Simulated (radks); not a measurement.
Task: These are the eigenvalues of the occupied orbitals of an atom or ion with whole-number occupations (Ry). All-electron calculation, Dirac Kohn-Sham, PBE, spin-unpolarised, spherical densities, finite nucleus; Fermi nuclear charge, rms radius of each element as measured or else 0.836 A^(1/3) + 0.57 fm. Program: a radial shooting solver on a logarithmic mesh with Libxc functionals.

| orbital | eigenvalue |
|---|---|
| 1s1/2 | -930.9505 |
| 2s1/2 | -130.2098 |
| 2p1/2 | -118.0728 |
| 2p3/2 | -115.0013 |
| 3s1/2 | -27.01529 |
| 3p1/2 | -22.83403 |
| 3p3/2 | -22.37265 |
| 3d3/2 | -15.16412 |
| 3d5/2 | -15.08772 |

Which element is it, and in what charge state? The configuration may be excited. Open shells, if any, fill j = l - 1/2 first.

Result: Z = 34, selenium, charge +8: Se8+ in [Ar] 3d8. The list shows which subshells hold electrons but not how many an open one holds; the 1s level, -465.48 hartree, gives Z - s = 30.5 by -(Z - s)^2/2, which with screening and relativity narrows Z to a few neighbours, and the depths of the outer levels then fix element, charge and occupations together.
